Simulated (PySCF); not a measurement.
Compound: C₉H₁₄Sn.
Atom-mapped SMILES: `[CH3:1][Sn:2]([CH3:3])([CH3:4])[c:5]1[cH:6][cH:7][cH:8][cH:9][cH:10]1` (hydrogens: H11, H12, H13 on C1; H14, H15, H16 on C3; H17, H18, H19 on C4; H20 on C6; H21 on C7; H22 on C8; H23 on C9; H24 on C10)

Method used: PySCF, PBE0-D3(BJ)/def2-SVP geometry optimisation, gas phase, def2 core potentials past Kr.

(1) What internal coordinates does the optimisation give?

## Answers

(1) 
```csv
bond,length (bohr)
"C1–Sn2, Sn2–C3, Sn2–C4",4.071
Sn2–C5,4.067
"C5–C6, C5–C10",2.649
"C6–C7, C9–C10",2.636
"C7–C8, C8–C9",2.635
C1–H11 and 8 like bonds,2.078
"C6–H20, C10–H24",2.069
"C7–H21, C9–H23",2.066
C8–H22,2.065
```

Bonds in one row agree within 0.02 bohr and their mean is given. A selection of angles:
```csv
angle,degrees
Sn2–C1–H11,110.4
H11–C1–H12,108.8
H11–C1–H13,108.4
C1–Sn2–C3,110.0
C1–Sn2–C4,111.4
C1–Sn2–C5,108.3
C3–Sn2–C5,109.3
Sn2–C3–H14,110.6
Sn2–C5–C6,120.7
C6–C5–C10,118.2
C5–C6–C7,121.0
C5–C6–H20,120.2
C7–C6–H20,118.8
C6–C7–C8,120.0
C6–C7–H21,119.9
C8–C7–H21,120.1
C7–C8–C9,119.8
C7–C8–H22,120.1
```

Dihedral angles: C1–Sn2–C5–C6 163° (antiperiplanar). The mirror-image conformer, all signs reversed, is as good.

Sn2 (tin bonded to 4 C) is tetrahedral (angles from 108.3° to 111.4°). The 6-membered ring C5–C6–C7–C8–C9–C10 has internal angles of 118.2° to 121.0° (sum 720°, against 720° for a flat polygon); it is planar, 0.00 Å rms from its mean plane, widest ring torsion 0°. All 4 C–Sn bonds measure 2.152 to 2.155 Å.

Point group: C1 (no symmetry element, even within 0.4 Å). No PBE0-D3(BJ)/def2-SVP frequencies stand behind this structure, so it isn't proved a minimum.
